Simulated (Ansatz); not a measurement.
Steps of a relaxation of `B[CH2][Zn][GaH2]` with RKS PBE0-D4/def2-TZVP.

```sh
$ ansatz run in.yaml --threads 4 --pin off --events-out ev --progress --plain --max-ram 10444MiB
```

```yaml
crystal:
  periodic: [false, false, false]
  atoms:
    - {symbol: B, position_ang: [-0.763670, 0.993840, -0.694800]}
    - {symbol: C, position_ang: [0.599310, 1.546750, -0.416870]}
    - {symbol: Zn, position_ang: [1.405420, -0.438880, -0.518240]}
    - {symbol: Ga, position_ang: [0.267750, -2.159390, 0.835500]}
    - {symbol: H, position_ang: [-1.191910, 0.128810, 0.038100]}
    - {symbol: H, position_ang: [-1.392010, 1.273370, -1.642700]}
    - {symbol: H, position_ang: [0.909970, 1.661350, 0.627040]}
    - {symbol: H, position_ang: [1.014590, 2.336010, -1.030200]}
    - {symbol: H, position_ang: [-0.000650, -2.067360, 2.475560]}
    - {symbol: H, position_ang: [-0.848810, -3.274500, 0.326610]}
basis:
  gaussian: {orbitals: def2-TZVP}
hamiltonian: {xc: pbe0, dispersion: d4}
relax: {f_tol: 0.005, max_steps: 150}
```

Positions (Å) and forces (eV/Å) along the path, 13 of 19 steps:

```xyz
10
step=1 energy=-102592.0843 eV
B    -0.764    0.994   -0.695    0.649   -0.181    0.469
C     0.599    1.547   -0.417    0.241   -0.199   -0.159
Zn    1.405   -0.439   -0.518   -0.814    0.551    0.503
Ga    0.268   -2.159    0.836   -0.917   -0.715    0.632
H    -1.192    0.129    0.038   -0.183   -0.073    0.093
H    -1.392    1.273   -1.643   -0.361    0.070   -0.565
H     0.910    1.661    0.627    0.134   -0.232    0.076
H     1.015    2.336   -1.030    0.082    0.079   -0.168
H    -0.001   -2.067    2.476    0.459    0.168   -0.808
H    -0.849   -3.275    0.327    0.711    0.532   -0.073
10
step=2 energy=-102592.3707 eV
B    -0.759    1.004   -0.695    0.409    0.125    0.169
C     0.599    1.572   -0.419   -0.030   -0.231   -0.110
Zn    1.258   -0.423   -0.392   -0.454    0.213    0.168
Ga    0.194   -2.227    0.878   -0.102   -0.019    0.082
H    -1.213    0.156    0.051   -0.087    0.018    0.046
H    -1.385    1.252   -1.676   -0.083   -0.024   -0.189
H     0.953    1.637    0.619    0.033    0.007    0.004
H     1.046    2.330   -1.057    0.025   -0.060    0.001
H     0.105   -2.008    2.465    0.053   -0.130   -0.278
H    -0.798   -3.293    0.225    0.237    0.102    0.108
10
step=4 energy=-102592.5726 eV
B    -0.773    1.148   -0.750   -0.309    0.253    0.209
C     0.607    1.629   -0.452    0.079    0.022   -0.158
Zn    0.968   -0.399   -0.255   -0.129    0.001    0.071
Ga    0.216   -2.379    0.939    0.024    0.161   -0.081
H    -1.376    0.475    0.094    0.203    0.184   -0.287
H    -1.334    1.324   -1.802    0.163   -0.128    0.083
H     0.935    1.746    0.593   -0.011    0.031   -0.098
H     1.177    2.255   -1.146   -0.104   -0.242    0.165
H     0.206   -2.277    2.509    0.046   -0.130    0.112
H    -0.626   -3.522    0.270    0.039   -0.153   -0.017
10
step=5 energy=-102592.6762 eV
B    -0.805    1.284   -0.761   -0.097   -0.316   -0.092
C     0.608    1.661   -0.471    0.121    0.189   -0.146
Zn    0.789   -0.378   -0.181   -0.106    0.034    0.048
Ga    0.219   -2.444    0.971   -0.102   -0.029    0.053
H    -1.445    0.647    0.088    0.153    0.392   -0.265
H    -1.292    1.352   -1.868    0.084    0.041    0.265
H     0.930    1.819    0.571    0.017    0.033   -0.119
H     1.250    2.183   -1.197   -0.260   -0.279    0.308
H     0.266   -2.456    2.557    0.066   -0.077   -0.071
H    -0.519   -3.668    0.291    0.123    0.012    0.020
10
step=6 energy=-102592.7525 eV
B    -0.819    1.359   -0.797   -0.043   -0.154   -0.037
C     0.603    1.667   -0.479    0.080    0.050   -0.141
Zn    0.647   -0.368   -0.104   -0.060    0.003   -0.023
Ga    0.222   -2.500    1.000   -0.092    0.004    0.061
H    -1.522    0.829    0.062    0.101    0.254   -0.175
H    -1.268    1.407   -1.917    0.063    0.017    0.172
H     0.916    1.841    0.561    0.013    0.066   -0.073
H     1.299    2.097   -1.211   -0.222   -0.198    0.260
H     0.349   -2.565    2.579    0.053   -0.073   -0.053
H    -0.426   -3.767    0.307    0.108    0.032    0.008
10
step=7 energy=-102592.8040 eV
B    -0.832    1.418   -0.821   -0.115   -0.101    0.020
C     0.597    1.649   -0.480    0.070    0.066   -0.086
Zn    0.554   -0.369   -0.065   -0.035   -0.056    0.014
Ga    0.224   -2.533    1.025   -0.035    0.022    0.017
H    -1.597    1.014    0.045    0.097    0.159   -0.133
H    -1.244    1.429   -1.951    0.042    0.024    0.077
H     0.896    1.854    0.557    0.013    0.069   -0.033
H     1.329    2.006   -1.209   -0.133   -0.155    0.155
H     0.415   -2.646    2.592    0.034   -0.046   -0.032
H    -0.342   -3.822    0.307    0.062    0.018    0.000
10
step=8 energy=-102592.8420 eV
B    -0.847    1.467   -0.841   -0.121    0.035    0.081
C     0.587    1.631   -0.478    0.075    0.025   -0.020
Zn    0.472   -0.366    0.005    0.005   -0.035   -0.006
Ga    0.233   -2.567    1.045   -0.021    0.015    0.024
H    -1.665    1.197    0.028    0.143    0.119   -0.162
H    -1.223    1.444   -1.982    0.015   -0.048    0.031
H     0.871    1.904    0.548    0.011   -0.001   -0.087
H     1.358    1.884   -1.214   -0.169   -0.098    0.168
H     0.478   -2.732    2.599    0.022   -0.033   -0.023
H    -0.265   -3.863    0.291    0.040    0.020   -0.006
10
step=10 energy=-102592.8929 eV
B    -0.876    1.560   -0.871   -0.123    0.007    0.020
C     0.554    1.583   -0.453    0.026    0.024    0.003
Zn    0.375   -0.370    0.101    0.012   -0.013    0.022
Ga    0.263   -2.609    1.077    0.018   -0.030   -0.008
H    -1.756    1.580   -0.040    0.065    0.040   -0.069
H    -1.194    1.388   -2.018    0.015   -0.010    0.024
H     0.835    1.958    0.537    0.009    0.019   -0.020
H     1.362    1.666   -1.182   -0.024   -0.042    0.041
H     0.586   -2.869    2.603   -0.003    0.001   -0.018
H    -0.151   -3.887    0.245    0.004    0.004    0.006
10
step=11 energy=-102592.9041 eV
B    -0.892    1.603   -0.884   -0.091   -0.060    0.068
C     0.535    1.565   -0.437    0.028    0.049    0.045
Zn    0.355   -0.371    0.157   -0.022    0.010    0.003
Ga    0.281   -2.636    1.080    0.036   -0.017   -0.001
H    -1.789    1.770   -0.081    0.178    0.005   -0.174
H    -1.186    1.338   -2.023   -0.014    0.033    0.079
H     0.818    2.004    0.528    0.007   -0.028   -0.109
H     1.357    1.560   -1.161   -0.108   -0.007    0.100
H     0.627   -2.928    2.595   -0.007    0.005   -0.005
H    -0.107   -3.906    0.225   -0.006    0.011   -0.006
10
step=13 energy=-102592.9091 eV
B    -0.893    1.615   -0.889   -0.065   -0.046    0.000
C     0.525    1.553   -0.425    0.011    0.052    0.015
Zn    0.340   -0.373    0.193    0.009    0.043   -0.011
Ga    0.294   -2.653    1.086    0.002    0.016   -0.008
H    -1.783    1.854   -0.114    0.004    0.016   -0.018
H    -1.187    1.311   -2.014   -0.015    0.003   -0.010
H     0.811    2.038    0.513    0.028   -0.027    0.016
H     1.341    1.523   -1.150    0.021   -0.047    0.016
H     0.643   -2.962    2.595    0.003   -0.007    0.005
H    -0.091   -3.907    0.207    0.001   -0.003   -0.004
10
step=15 energy=-102592.9110 eV
B    -0.897    1.618   -0.891    0.005   -0.023    0.017
C     0.521    1.557   -0.421    0.004   -0.001   -0.010
Zn    0.329   -0.365    0.201   -0.002    0.005    0.002
Ga    0.299   -2.648    1.083   -0.009    0.003    0.002
H    -1.787    1.882   -0.125    0.004    0.015   -0.011
H    -1.191    1.294   -2.011   -0.003    0.002   -0.002
H     0.816    2.039    0.514    0.000    0.000   -0.001
H     1.343    1.492   -1.139   -0.010   -0.002    0.011
H     0.649   -2.969    2.590    0.005   -0.001   -0.003
H    -0.083   -3.900    0.199    0.005    0.002   -0.004
10
step=16 energy=-102592.9116 eV
B    -0.898    1.620   -0.891    0.003   -0.001   -0.007
C     0.518    1.556   -0.416   -0.008    0.000    0.011
Zn    0.320   -0.361    0.216   -0.003    0.001    0.008
Ga    0.300   -2.650    1.084    0.001    0.001   -0.002
H    -1.787    1.928   -0.142    0.001   -0.003    0.003
H    -1.193    1.261   -2.001    0.000    0.006   -0.001
H     0.816    2.053    0.510    0.002    0.005   -0.006
H     1.340    1.469   -1.131    0.002   -0.007   -0.003
H     0.659   -2.984    2.586    0.000   -0.001   -0.002
H    -0.074   -3.893    0.185    0.001   -0.001    0.000
10
step=19 energy=-102592.9117 eV
B    -0.898    1.624   -0.894   -0.001    0.001    0.001
C     0.516    1.553   -0.415    0.001    0.000   -0.001
Zn    0.312   -0.358    0.229    0.000    0.000    0.000
Ga    0.301   -2.651    1.086   -0.001    0.000    0.001
H    -1.787    1.943   -0.148   -0.001    0.000    0.000
H    -1.194    1.260   -2.002    0.000    0.000    0.000
H     0.816    2.059    0.506   -0.001   -0.001   -0.001
H     1.338    1.454   -1.128    0.000    0.000    0.000
H     0.663   -2.993    2.585    0.000   -0.001    0.000
H    -0.067   -3.891    0.180    0.000    0.001    0.000
```

Run time 73 s (4 threads of an Arm Neoverse V2 on a shared host); peak host memory 0.66 GiB.
